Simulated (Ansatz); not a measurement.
```yaml
crystal:
  periodic: [false, false, false]
  atoms:
    - {symbol: O, position_ang: [0.140808, -1.243147, -0.839420]}
    - {symbol: Ta, position_ang: [-0.027515, 0.301194, 0.199637]}
    - {symbol: F, position_ang: [1.078179, -0.397439, 1.519001]}
    - {symbol: F, position_ang: [-1.868596, 0.092456, 0.326121]}
    - {symbol: h, position_ang: [0.688496, 1.360991, -1.147086]}
    - {symbol: F, position_ang: [-0.190248, 1.854992, 1.253352]}
    - {symbol: H, position_ang: [0.240076, -2.036948, -1.357304]}
basis:
  gaussian: {orbitals: def2-mTZVPP}
hamiltonian: {xc: {name: PBE}, dispersion: d3bjatm}
accuracy: high
scf: {lower_state_search: light}
```

```sh
$ ansatz run in.yaml --threads 4 --pin off --events-out ev --progress --plain --max-ram 10444MiB
```

It prints (some lines left out):

```
Error: YAML parse error: error: line 8 column 16: `h` is not an element symbol (H … Og, case-exact)
 6 |     - {symbol: F, position_ang: [1.078179, -0.397439, 1.519001]}
 7 |     - {symbol: F, position_ang: [-1.868596, 0.092456, 0.326121]}
 8 |     - {symbol: h, position_ang: [0.688496, 1.360991, -1.147086]}
 9 |     - {symbol: F, position_ang: [-0.190248, 1.854992, 1.253352]}
10 |     - {symbol: H, position_ang: [0.240076, -2.036948, -1.357304]}
```

Question: Something in this input is off. What?

Answer: An element symbol is wrong. The program refused the input.
